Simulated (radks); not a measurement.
Results of a calculation; reference values are marked as such.
Re LVI, configuration [Ar] 3d2.

Level of theory: scalar-relativistic Kohn-Sham, LDA (Slater exchange, VWN5 correlation), spin-polarised, spherical densities, finite nucleus; open shells are filled with parallel spins first (spin-orbit coupling, left out, can overturn this in heavy ions); Fermi nuclear charge, rms radius 5.3698 fm (a radial shooting solver on a logarithmic mesh with Libxc functionals).

Energy parts (hartree):
| part | energy |
|---|---|
| total | -13718.2502 |
| kinetic | 15422.1177 |
| electron-nucleus | -30686.0708 |
| Hartree | 1727.1357 |
| exchange-correlation | -181.4328 |

Orbitals (lengths in bohr, moments of r in powers of bohr; r(max) is where P^2 peaks):
orbital  occ.  eigenvalue (hartree)      <r>   r(max)       <r^4>      <r^2>
1s up       1             -2771.577  0.01805  0.01125   5.468e-07  0.0004485
1s down     1             -2771.564  0.01805  0.01125   5.467e-07  0.0004485
2s up       1             -594.0892  0.07576  0.06438  0.00007891   0.006784
2s down     1             -593.6603  0.07573  0.06436  0.00007879   0.006778
2p up       3             -536.9499  0.06780  0.05284  0.00006162   0.005605
2p down     3             -536.6015  0.06776  0.05282  0.00006148   0.005598
3s up       1             -226.8615   0.1863   0.1756    0.002305    0.03960
3s down     1             -226.3887   0.1865   0.1757    0.002313    0.03967
3p up       3             -209.9462   0.1840   0.1723    0.002329    0.03912
3p down     3             -209.4682   0.1842   0.1724    0.002339    0.03921
3d up       2             -193.9342   0.1632   0.1375    0.001575    0.03077
3d down     0             -193.3362   0.1634   0.1376    0.001586    0.03085
4s up       0             -117.4845   0.3537   0.3552     0.02726     0.1408
4s down     0             -117.3181   0.3541   0.3556     0.02738     0.1412
4p up       0             -110.7110   0.3577   0.3601     0.02933     0.1451
4p down     0             -110.5460   0.3582   0.3606     0.02948     0.1455

The highest occupied level is 3d up at -5277.2 eV. The spin density at the nucleus is -41.4 e/bohr^3 (1s -10.7, 2s -106.6, 3s 75.9). Spin moment in Bohr magnetons: 2. The density falls to 0.001 e/bohr^3 at r = 0.59 bohr. The electron density at the nucleus is 1.639e+06 e/bohr^3 (large components only). For comparison, the ionisation energy in NIST's Atomic Spectra Database is 5388 eV (theoretical). In exact Kohn-Sham theory the highest level is minus the ionisation energy, but local and semilocal functionals leave it too shallow, through self-interaction and a potential that decays too fast; potentials with the right tail come closer.
